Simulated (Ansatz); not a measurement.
The cluster Ba₅Se₅⁺. Total charge 1; doublet. Geometry PBE-D4/def2-SVP; atoms count from 1.

```
atom   x (Å)   y (Å)   z (Å)
 Ba1  -1.533   2.605  -3.883
 Ba2   3.984  -2.134   1.935
 Ba3  -1.513  -1.990   4.171
 Ba4   4.001   0.757  -3.166
 Ba5  -4.731   0.810   0.789
 Se6  -3.042   1.684  -1.511
 Se7  -3.956  -0.751   3.140
 Se8   1.204  -2.000   2.941
 Se9   1.310   1.850  -3.724
Se10   4.275  -0.832  -0.691
```

In the def2 sets Ba takes a core potential; there is no spin–orbit coupling. Another isomer (doublet) lies 4.82 eV lower at PBE0-D4/def2-SVP; other spin states weren't run for this one.

Problem. Estimate the Mulliken populations from the PBE0/def2-SVP orbitals of Ansatz.

Solution. 
```json
{"atom": "Ba1", "charge (e)": "0.92", "spin (α − β)": "-0.03"}
{"atom": "Ba2", "charge (e)": "0.92", "spin (α − β)": "-0.03"}
{"atom": "Ba3", "charge (e)": "0.93", "spin (α − β)": "-0.02"}
{"atom": "Ba4", "charge (e)": "0.94", "spin (α − β)": "-0.02"}
{"atom": "Ba5", "charge (e)": "0.93", "spin (α − β)": "-0.01"}
{"atom": "Se6", "charge (e)": "-0.71", "spin (α − β)": "0.31"}
{"atom": "Se7", "charge (e)": "-0.76", "spin (α − β)": "0.07"}
{"atom": "Se8", "charge (e)": "-0.71", "spin (α − β)": "0.31"}
{"atom": "Se9", "charge (e)": "-0.73", "spin (α − β)": "0.22"}
{"atom": "Se10", "charge (e)": "-0.73", "spin (α − β)": "0.21"}
```
Mulliken values depend strongly on the basis.

Problem. Where does the spin sit?

Solution. Summed by element: Ba -0.11, Se 1.11, of 1 unpaired in all. Largest on single atoms: Se6 0.31, Se8 0.31, Se9 0.22.

Problem. And the Mayer bond orders between heavy atoms (over 0.3)?

Solution. Ba1–Se6 0.88 (2.96 Å); Ba1–Se9 0.91 (2.95 Å); Ba2–Se8 0.87 (2.96 Å); Ba2–Se10 0.91 (2.94 Å); Ba3–Se7 0.96 (2.93 Å); Ba3–Se8 0.80 (2.98 Å); Ba4–Se9 0.88 (2.96 Å); Ba4–Se10 0.88 (2.95 Å); Ba5–Se6 0.79 (2.98 Å); Ba5–Se7 0.96 (2.93 Å).
